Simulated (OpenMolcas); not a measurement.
Ag VI: effect of the IPEA shift

```json
{"Program": "OpenMolcas 26.06", "Basis": "ANO-RCC-VTZP [7s6p4d2f1g]", "Scalar Hamiltonian": "DKH2, point nucleus", "Active space": "6 electrons in 5 orbitals (4d)", "State averaging": "2S+1 = 5 even, 5 roots; 2S+1 = 3 even, 45 roots kept (CI in the orbitals of an earlier block); 2S+1 = 1 even, 50 roots kept (CI in the orbitals of an earlier block)", "Spin-orbit coupling": "state interaction with AMFI integrals over the reference wave functions, term energies averaged over their components"}
```

Methods on the same reference wave functions:
A. CASSCF
B. MS-CASPT2, IPEA 0 Eh, imaginary shift 0.1 Eh (closed shells correlated: 4s 4p)
C. MS-CASPT2, IPEA 0.25 Eh, imaginary shift 0.1 Eh (closed shells correlated: 4s 4p)

Energies in cm⁻¹ above 4d⁶ ⁵D₄, the measured ground level; measured values from the list in Gamrath, thesis, University of Mons (2023).

```csv
Level,A,B,C,Measured
4d⁶ ⁵D₄,0.0,0.0,0.0,0.0
4d⁶ ⁵D₃,2533,2570,2570,2692
4d⁶ ⁵D₂,3891,3830,3840,3953
4d⁶ ⁵D₁,4830,4780,4790,4941
4d⁶ ⁵D₀,5268,5210,5220,5380
4d⁶ ³H₆,24366,22350,22860,21512
4d⁶ ³H₅ [72 %],24948,22620,23150,21812
4d⁶ ³P₂(1),25486,21180,21870,21042
4d⁶ ³F₃(1),28503,24900,25600,24441
4d⁶ ³F₂(1),29610,25730,26500,25306
4d⁶ ³G₅ [72 %],31696,28600,29160,27958
4d⁶ ³P₁(1),32540,28100,28830,28232
4d⁶ ³P₀(1),33345,28890,29640,
4d⁶ ³G₄,33732,30300,30880,29660
4d⁶ ³G₃,34437,30880,31510,30361
4d⁶ ¹I₆,38174,35750,36080,34194
4d⁶ ³D₂,38924,33420,34110,32650
4d⁶ ³D₁,39518,34110,34840,33558
4d⁶ ³D₃,39716,34190,34920,33509
4d⁶ ¹G₄(1),41894,38550,39030,37481
4d⁶ ¹S₀(1) [68 %],47979,42210,43150,
4d⁶ ¹D₂(1),49258,42820,43290,41372
4d⁶ ¹F₃,53808,46400,47000,44724
4d⁶ ³P₀(2),60537,52120,52930,
```

Deviations, from unrounded energies. A percentage is the sum of absolute deviations over the sum of measured energies, with the sign that they share, or ± where signs differ.

```
                        Against measurement  Levels      A     B     C
             mean absolute deviation (cm-1)      20   4000   650  1100
      fine structure of the ground term (%)       4   -2.6  -3.3  -3.3
other terms of the ground configuration (%)      16  +16.2  ±2.5  +4.5
```

B lies closest to measurement on these levels and A furthest from it. The largest miss of B in the table is 4d⁶ ¹F₃, by +1700 cm-1. The ranking rests on the paired levels alone, and a cruder setting can come out closer through cancelling errors.

Between B and C the level of the table that moves most is 4d⁶ ¹S₀(1) [68 %], by 940 cm-1 (lowest in B, highest in C). Moves below CASPT2's spread within the term are not significant.

The mean deviations of B to C differ by less than CASPT2's widest spread within a term (1200 cm-1), so their order carries little weight.

From A to B the spin-free energies of the other terms of 4d⁶ shown, above ⁵D, scale by factors of 0.83 to 0.93, as is usual when dynamic correlation screens the repulsion within a d or f shell.

The lowest spin-free term lies below A's lowest term by 0.361 hartree in B, 0.354 hartree in C.

CASPT2 does not keep the components of a term degenerate, so their means are used; among the terms shown or strongly mixed into the levels shown the widest spread is 1200 cm-1 (4d⁶ ¹I, C). Terms from blocks run as CI alone lack orbitals of their own. Without dynamic correlation excited terms often stand tens of per cent too high (terms of higher spin than the ground term too low), and those without a measured partner can miss by more than the paired ones (holds for A). Some levels mix across a computed gap that differs much from the measured one, so their mixing is not that of the real levels (holds for A). The CASPT2 spread within a term exceeds the gap to the next term for 4d⁶ ³D and 4d⁶ ¹I, so the order of their levels is uncertain (holds for C). Measured partners are found by configuration, term and J. A level has none where our copy of the source lacks it or the pairing is in doubt (some pairs that miss far off the trend of their configuration count as doubtful), and it then counts in no deviation. Only configurations of the active space appear. The table leaves out levels that lie high or whose names do not pair safely across all columns.

A share in square brackets marks a mixed level and gives the weight of the term that names it, the lowest over the columns. A number in round brackets counts repeated terms of one configuration in the order of the reference energies.
